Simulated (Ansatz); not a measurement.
Geometry optimisation, Ansatz, RKS B3LYP-D4/def2-SVP.

The input (input.yaml):

```yaml
crystal:
  periodic: [false, false, false]
  atoms:
    - { symbol: F, position_ang: [1.3457, -1.3153, -1.2957] }
    - { symbol: B, position_ang: [0.476, -0.386, -0.5146] }
    - { symbol: Al, position_ang: [0.3937, 1.6367, -0.9536] }
    - { symbol: Si, position_ang: [-0.4976, -1.0744, 0.9528] }
    - { symbol: H, position_ang: [1.2923, 2.212, -2.1669] }
    - { symbol: H, position_ang: [-0.4804, 2.6249, -0.0583] }
    - { symbol: H, position_ang: [-1.9677, -0.8013, 0.7189] }
    - { symbol: H, position_ang: [-0.3279, -2.5205, 1.05] }
    - { symbol: H, position_ang: [-0.1458, -0.4226, 2.2504] }
basis:
  gaussian: { orbitals: def2-SVP }
hamiltonian:
  xc: b3lyp
  dispersion: d4
relax:
  f_tol: 0.015
  max_steps: 40
```

Command:

```bash
$ ansatz run input.yaml --threads 1 --pin off --max-ram 2048MiB --backend cpu --events-out ev --progress --plain --runs-dir out
```

**Question.** Where does it end, and by what steps?

**Answer.** It converged. After 6 steps the energy has fallen by 0.685 eV; H8 moved furthest, 0.23 Å.

| step | energy less start (eV) | largest force component (eV/Å) | accepted |
| --- | --- | --- | --- |
| 0 | 0.0000 | 3.298 | yes |
| 1 | -0.5126 | 2.282 | yes |
| 2 | -0.6505 | 0.663 | yes |
| 3 | -0.6780 | 0.162 | yes |
| 4 | -0.6810 | 0.138 | yes |
| 5 | -0.6833 | 0.086 | yes |
| 6 | -0.6847 | 0.010 | yes |

```xyz
9
Properties=species:S:1:pos:R:3
F 1.286 -1.185 -1.287
B 0.521 -0.387 -0.541
Al 0.477 1.745 -1.036
Si -0.550 -1.206 1.007
H 1.331 2.344 -2.238
H -0.426 2.741 -0.183
H -2.003 -0.910 0.783
H -0.388 -2.680 1.203
H -0.160 -0.508 2.274
```

Whether the end is a true minimum wasn't checked by a vibrational analysis.

Time of the run: 35 s on 1 thread of Intel(R) Xeon(R) Processor @ 2.70GHz, on a shared host, peak memory 0.18 GiB.
